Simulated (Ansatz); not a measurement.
AlF$_{3}$H$_{2}$S, SMILES `[F][Al-]([F])([F])[SH2+]`, 7 atoms. The species carries charge 0 and has multiplicity 1. All runs use 2 threads of a server CPU on a shared host. Correlated methods freeze the cores.

(1) Give the basis size and wall time and peak host memory of each of these runs in Ansatz. RHF-MP2/def2-QZVPP energy; RKS ωB97M-V/def2-SVP energy; RKS PBE0-D4/def2-QZVPP energy; RHF-CCSD(T)/def2-TZVPP energy; RKS PBE0-D4/def2-SVP energy; RKS PBE0-D4/def2-TZVP relaxation (39 steps); direct RPA on PBE orbitals/def2-TZVPP energy; RHF-CCSD(T)/def2-SVP energy; RKS PBE0-D4/def2-TZVP frequencies; RKS PBE0-D4/def2-TZVPP energy; RKS ωB97M-V/def2-QZVPP energy; RKS revPBE-D4/def2-TZVPP energy. (Estimate.)

## Answers

(1) The calculation gave: Other jobs shared the machine, so times are rough.

```tsv
level	job	functions	wall time	peak host memory (GiB)
RKS PBE0-D4/def2-SVP	energy	88	1.1 s	0.18
RKS revPBE-D4/def2-TZVPP	energy	205	1.7 s	0.25
RKS PBE0-D4/def2-TZVPP	energy	205	3.2 s	0.46
RHF-CCSD(T)/def2-SVP	energy	88	3.5 s	0.29
RKS ωB97M-V/def2-SVP	energy	88	4.1 s	0.26
direct RPA on PBE orbitals/def2-TZVPP	energy	205	4.5 s	0.4
RKS PBE0-D4/def2-QZVPP	energy	371	7.5 s	1.1
RHF-MP2/def2-QZVPP	energy	371	15 s	1.5
RKS ωB97M-V/def2-QZVPP	energy	371	16 s	1.3
RHF-CCSD(T)/def2-TZVPP	energy	205	78 s	2.7
RKS PBE0-D4/def2-TZVP	frequencies	179	88 s	0.44
RKS PBE0-D4/def2-TZVP	relaxation (39 steps)	179	110 s	0.45
```
